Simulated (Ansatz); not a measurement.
Input for Ansatz (a first-principles code): R-CCSD(T)/aug-cc-pVTZ on AsH3 (SMILES [AsH3]) with ghost functions, monomers drawn apart or pushed together. The run froze 14 orbitals, filled d shells among them.

Ansatz 0.2 input:
```yaml
crystal:
  periodic: [false, false, false]
  atoms:
    - {symbol: As, position_ang: [-0.01652219, -0.20099965, -0.24595522]}
    - {symbol: H, position_ang: [-1.13293795, 0.52466262, 0.49771225]}
    - {symbol: H, position_ang: [1.05462639, 0.42673172, 0.63978478]}
    - {symbol: H, position_ang: [-0.13015301, -1.42010948, 0.66334398]}
basis:
  gaussian:
    orbitals: aug-cc-pVTZ
    ghost_atoms:
      - {symbol: H, position_ang: [-0.39538334, 0.21530901, 6.89491676]}
      - {symbol: H, position_ang: [-0.36441598, 0.17681330, 6.15212779]}
magnetization: {spin_polarized: false}
correlation: {method: ccsd_t, electrons: outside_noble_gas}
scf: {lower_state_search: off}
```

Output:

```
WARN ansatz: RAYON_NUM_THREADS=1 ignored (pool sized by the plan → 1); use --threads N
Functional definition: HF
these checks for a lower state are left out or cut short: stability, starts, cluster_reference, orbital_swaps, neighbouring_geometries, increment
integrals: 0.52 GiB planned
970 factors; integrals over basis functions are off by at most 1.6e-3 eV
mean field: 0.43 GiB planned
mean field evaluation 1: about -60843.4231 eV, gradient 8.6e0 eV
mean field evaluation 2: about -60843.4371 eV, gradient 8.6e0 eV
mean field evaluation 4: about -60843.9341 eV, gradient 8.3e-1 eV
mean field evaluation 8: about -60843.9383 eV, gradient 8.1e-4 eV
mean field -60843.93832782 eV, -2235.9734920446 hartree, gradient 3.3e-6 eV, S^2 0.000000; 0 other end points of the search recorded, 0 dependent functions left out
14 core orbitals not correlated
reference -60843.93832782 eV, -2235.9734920446 hartree; 4, 4 occupied and 156, 156 virtual orbitals, 970 factors
second order -4.36432100 eV of doubles, -0.00000000 eV of singles
coupled cluster: 1.17 GiB planned
cycle   1  -4.88525998 eV  change   -5.2e-1 eV  update   5.7e-2
cycle   2  -5.08287128 eV  change   -2.0e-1 eV  update   2.0e-2
cycle   3  -5.09479389 eV  change   -1.2e-2 eV  update   5.7e-3
cycle   4  -5.09326285 eV  change    1.5e-3 eV  update   2.0e-3
cycle   5  -5.09274359 eV  change    5.2e-4 eV  update   5.3e-4
cycle   6  -5.09271869 eV  change    2.5e-5 eV  update   1.6e-4
cycle   7  -5.09274460 eV  change   -2.6e-5 eV  update   5.3e-5
cycle   8  -5.09274799 eV  change   -3.4e-6 eV  update   1.6e-5
cycle   9  -5.09274571 eV  change    2.3e-6 eV  update   5.1e-6
perturbative correction -0.16934595 eV, -0.0062233490 hartree
Total energy: -60849.20041947 eV, -2236.1668703463 hartree
Checks for a lower state left out: stability, starts, cluster_reference, orbital_swaps, neighbouring_geometries, increment
```

The run converged.

Cost: around 10 core-seconds (rough).
